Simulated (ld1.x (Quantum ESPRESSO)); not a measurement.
**An all-electron radial function and its pseudo partner (caesium)**

Columns: radius, all-electron u(r) and pseudo u(r) of the 6s shell (level -5.77 eV) of caesium in the configuration [Kr] 4d10 5s2 5p6 5d0 6s0 6p0; PW91, scalar-relativistic, PAW scheme, ld1.x (Quantum ESPRESSO) 7.5.

| r (bohr) | all-electron | pseudo |
| --- | --- | --- |
| 0.225 | 0.1088 | 0.2474 |
| 0.450 | -0.1272 | 0.4583 |
| 0.675 | -0.1084 | 0.6033 |
| 0.900 | 0.0832 | 0.6659 |
| 1.125 | 0.2250 | 0.6449 |
| 1.350 | 0.2665 | 0.5525 |
| 1.575 | 0.2276 | 0.4113 |
| 1.800 | 0.1398 | 0.2469 |
| 2.025 | 0.0297 | 0.0828 |
| 2.250 | -0.0844 | -0.0644 |
| 2.475 | -0.1914 | -0.1874 |
| 2.700 | -0.2854 | -0.2858 |
| 2.925 | -0.3636 | -0.3639 |
| 3.150 | -0.4260 | -0.4260 |
| 3.375 | -0.4734 | -0.4734 |
| 3.600 | -0.5074 | -0.5074 |
| 3.825 | -0.5299 | -0.5299 |
| 4.050 | -0.5424 | -0.5424 |
| 4.275 | -0.5462 | -0.5462 |
| 4.500 | -0.5421 | -0.5421 |
| 4.725 | -0.5306 | -0.5306 |
| 4.950 | -0.5122 | -0.5122 |
| 5.175 | -0.4879 | -0.4879 |
| 5.400 | -0.4595 | -0.4595 |
| 5.625 | -0.4289 | -0.4289 |
| 5.850 | -0.3977 | -0.3977 |

(1) How many radial nodes do the two functions have?

(2) At about which radius was the pseudo-wave matched?

(3) Is the pseudo-wave norm-conserving?

## Answers

(1) The all-electron 6s function has n − l − 1 = 5 (the table is too coarse to show those close to the nucleus); the pseudo-wave has 1, since 1 lower shell of the same l stays in the valence.

(2) 3.10 bohr. The columns agree to 0.0005 from 2.70 bohr on; several derivatives are matched, so the curves merge somewhat inside the radius.

(3) No, it belongs to a PAW set: the norm inside the radius is not constrained, and the difference is carried by the augmentation charge.
